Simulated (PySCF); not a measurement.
An unknown is described by computed data only.

Formula: C5H10N2.

* Dipole: 2.11 D [wB97X-D/def2-SVPD]
* Rotational structure: rotational constants A, B, C: 5.620, 2.026, 1.786 GHz [PBE0-D3(BJ)/def2-SVP]
* Polarisability: 74.7 au [wB97X-D/def2-SVPD]
* Valence photoelectron: vertical ionisation energy: 7.72 eV [ΔSCF wB97X-D/def2-SVPD]
* 13C NMR: chemical shifts (computed TMS as zero) by class: 125.6 (1 C), 48.2 (1 C), 47.7 (1 C), 36.3 (1 C), 9.0 (1 C) ppm [GIAO KT3/pcSseg-1]
* Couplings: largest of the computed one-bond spin–spin couplings (means over like bonds): 13C–1H +201.0, 13C–1H +143.6 (×2), 13C–1H +140.9 (×2), 13C–1H +139.2 (×2), 13C–1H +132.6 (×3), 13C–13C +39.5, 13C–13C +36.8, 13C–13C +35.7 Hz [B3LYP/pcJ-1, spin–dipole term left out]
* 1H NMR: chemical shifts (computed TMS as zero) by class: 6.11 (1 H), 3.36 (2 H), 2.97 (2 H), 2.56 (2 H), 0.89 (3 H) ppm [GIAO KT3/pcSseg-1]
* NMR, other nuclei: isotropic shieldings of nuclei other than C and H, by class: -105 (1 N), 108 (1 N) ppm [GIAO KT3/pcSseg-1]
* Triplet: lowest triplet excitation (Tamm–Dancoff): 3.53 eV [TDA wB97X-D/def2-SVPD]

Gas-phase values; electronic properties from PySCF, density fitting. Levels stand in brackets. One conformer (not necessarily the lowest) at the PBE0-D3(BJ)/def2-SVP geometry, without solvent, vibrations or thermal averaging. NMR values are class means; diastereotopic atoms form classes of their own.

Question: What is the compound? Reason from the data.

Answer: Numbering: `[CH3:1][CH2:2][N:3]1[CH2:4][CH2:5][CH:6]=[N:7]1`. Its formula, C5H10N2, gives 2 degrees of unsaturation: 1 ring and 1 π bond in the structure found. 5 carbons fall into 5 classes; from least to most shielded: C=N carbon [C6] (125.6 ppm), chain sp3 carbon bound to nitrogen [C2] (48.2 ppm), ring sp3 carbon bound to nitrogen [C4] (47.7 ppm), ring CH2 carbon [C5] (36.3 ppm), methyl carbon [C1] (9.0 ppm). Hydrogen classes from least to most shielded: 1 H on a C=N carbon, C6 (6.11 ppm), 2 H on an sp3 carbon bound to nitrogen, C2 (3.36 ppm, a mean of values up to 0.8 ppm apart in this geometry), 2 H on an sp3 carbon bound to nitrogen, C4 (2.97 ppm), 2 H on a ring CH2 carbon, C5 (2.56 ppm), 3 H on a methyl carbon, C1 (0.89 ppm, a mean of values up to 0.8 ppm apart in this geometry). The other shieldings belong to: -105 ppm, C=N nitrogen [N7]; 108 ppm, nitrogen bonded to 2 C and N [N3]. The couplings run between: +201.0 Hz, C=N carbon [C6] and its hydrogen; +143.6 Hz, sp3 carbon bound to nitrogen [C4] and its hydrogen (with 1 like pair); +140.9 Hz, sp3 carbon bound to nitrogen [C2] and its hydrogen (with 1 like pair); +139.2 Hz, ring CH2 carbon [C5] and its hydrogen (with 1 like pair); +132.6 Hz, methyl carbon [C1] and its hydrogen (with 2 like pairs); +39.5 Hz, sp3 carbon bound to nitrogen [C4] and ring CH2 carbon [C5]; +36.8 Hz, methyl carbon [C1] and sp3 carbon bound to nitrogen [C2]; +35.7 Hz, ring CH2 carbon [C5] and C=N carbon [C6]. The first electron is taken from the HOMO, whose largest Löwdin shares are 0.41 on the nitrogen bonded to 2 C and N, 0.19 on the C=N carbon, 0.12 on the C=N nitrogen and 0.05 on an sp3 carbon bound to nitrogen. The optimised geometry has point group C1 and is an asymmetric top. Structure: `CCN1CCC=N1`. Computed isomers that give other values at the same levels: `C=CN1CCCN1` (vertical ionisation energy: 7.36 eV); `C=N/N=C(\C)CC` (rotational constant A: 6.268 GHz; this holds for the one conformer computed); `CC1=NNC[C@H]1C` (rotational constant A: 3.439 GHz; this holds for the one conformer computed). The assignments are read from this structure; whether some other isomer fits the data as well wasn't checked.
